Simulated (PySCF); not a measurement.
Species: C₁₀H₁₅Cl.
Geometry (PBE0-D3(BJ)/def2-SVP, Å), atoms numbered from 1 in this order:
```
atom  x, y, z in Å
C1     2.8050    1.3448    0.7368
C2     2.6845    0.0884    0.3056
C3     1.8391   -0.3652   -0.8322
C4     0.5802    0.4052   -1.3097
C5     0.1371   -0.9039   -2.0071
C6     0.6150   -1.2869   -0.6006
Cl7    0.6844   -2.9162    0.0738
C8    -0.1490   -0.0778   -0.0178
C9    -1.6613   -0.0567    0.1225
C10   -2.0795   -0.8701    1.3443
C11   -2.1557    1.3833    0.2143
H12    3.4753    1.6041    1.5603
H13    2.2378    2.1625    0.2806
H14    3.2743   -0.7035    0.7846
H15    2.4768   -0.7308   -1.6566
H16    0.5587    1.4143   -1.7415
H17    0.7674   -1.2527   -2.8384
H18   -0.9295   -1.0287   -2.2266
H19    0.3069    0.3121    0.9061
H20   -2.1278   -0.5176   -0.7640
H21   -3.1753   -0.8944    1.4488
H22   -1.6658   -0.4288    2.2664
H23   -1.7151   -1.9055    1.2784
H24   -3.2493    1.4214    0.3368
H25   -1.8977    1.9603   -0.6873
H26   -1.7061    1.8971    1.0803
```

Computed with TDDFT wB97X-D/def2-SVPD, vertical, gas phase, core orbitals frozen in the response in PySCF.

Computed states:

```csv
state,E (eV),f
S1,7.16,0.300
S2,7.62,0.024
S3,7.67,0.013
S4,7.75,0.0093
S5,7.81,0.0014
S6,7.92,0.041
S7,8.10,0.0070
S8,8.19,0.0072
S9,8.49,0.085
S10,8.58,0.037
```

Broadening: Gaussians 0.4 eV wide at half height, area fixed by f = 4.319×10⁻⁹ ∫ε dν̃. The width is an assumption, not a result. The curve ends short of the highest state used, and states not computed would add to its high-energy end.

(1) Give the broadened spectrum and its maxima.

(2) Coming from long wavelengths, where does ε first pass 100 L mol⁻¹ cm⁻¹?

Answers

(1) 
```csv
λ (nm),ε (L mol⁻¹ cm⁻¹)
155.4,3940
156.0,4142
156.6,4308
157.2,4432
157.8,4510
158.4,4546
159.1,4538
159.7,4493
160.3,4420
160.9,4326
161.5,4221
162.1,4123
162.7,4051
163.3,4036
163.9,4110
164.6,4360
165.2,4760
165.8,5366
166.4,6203
167.0,7280
167.6,8586
168.2,10090
168.8,11738
169.5,13742
170.1,15429
170.7,16986
171.3,18319
171.9,19346
172.5,20002
173.1,20248
173.7,20074
174.3,19494
175.0,18363
175.6,17073
176.2,15567
176.8,13925
177.4,12224
178.0,10535
178.6,8918
179.2,7416
179.8,6062
180.5,4690
181.1,3697
181.7,2867
182.3,2189
182.9,1645
183.5,1218
184.1,888
184.7,638
185.4,427
186.0,297
186.6,204
187.2,139
187.8,93
188.4,61
189.0,40
```

Maxima: 173 nm (7.16 eV), ε about 20000, made up of S1 (100%); 159 nm (7.82 eV), ε about 4500, made up of S2 (18%), S3 (14%), S4 (13%) and S6 (50%) (ε in L mol⁻¹ cm⁻¹; maxima over ε = 5, shares over 10%).

(2) At about 188 nm (6.61 eV), 0.55 eV below S1.

On an AMD EPYC 9R45 with 2 threads, on a shared host, this took 61 s wall, 2.3 min CPU and 2.1 GiB of memory at its peak.

One conformer stands for the species.
